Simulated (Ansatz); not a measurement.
The first iterations of a band of CH6AsBOSi (11 atoms, charge 0, multiplicity 1).

The calculation used RKS r2SCAN/def2-SVP (Ansatz).

| Quantity | Value |
| --- | --- |
| movable images | 2 |
| climbing image | yes |
| spring | 5.0 eV/Å² |
| optimiser | quadratic models (default) |
| start path | IDPP |
| force threshold | 0.05 eV/Å |
| iteration limit | 60 |
| end points | relaxed |

First end point:

```xyz
11
Properties=species:S:1:pos:R:3
O -2.094 0.504 0.871
Si -0.643 0.575 0.049
C 0.734 -0.233 1.062
B 1.337 -0.702 -0.294
As -0.226 -1.154 -1.532
H -2.891 0.633 0.341
H -0.368 1.958 -0.438
H 1.348 0.274 1.819
H 0.119 -1.024 1.537
H 2.472 -0.533 -0.669
H 0.276 -0.356 -2.724
```

Last end point:

```xyz
11
Properties=species:S:1:pos:R:3
O -2.146 0.888 0.641
Si -0.613 0.693 0.012
C 0.669 -0.268 1.044
B 1.296 -0.714 -0.310
As -0.266 -1.039 -1.578
H -2.693 0.096 0.701
H -0.183 2.060 -0.372
H 1.280 0.167 1.846
H 0.016 -1.063 1.458
H 2.451 -0.606 -0.642
H 0.254 -0.271 -2.779
```

| iteration | highest image above the first end (eV) | largest band force component (eV/Å) |
| --- | --- | --- |
| 1 | 0.044 | 0.967 |
| 2 | 0.024 | 0.466 |

Task: Does the band converge within its limit, and where does its top end?

Result: The forces met the threshold. It ended after 8 iterations with the highest image 0.006 eV above the first end. The top lies less than 8 meV above the higher end, about what the thresholds resolve: that end is a shoulder or a very shallow well. Another band between the same ends (7 images) ends at a top of the same energy, where a vibrational analysis finds 1 clearly imaginary mode. So few images can step over the top or miss a turn of the path.

The run took 55 s on 2 threads of AMD EPYC 9R14 (Zen 4) (shared host), peak memory 0.21 GiB.
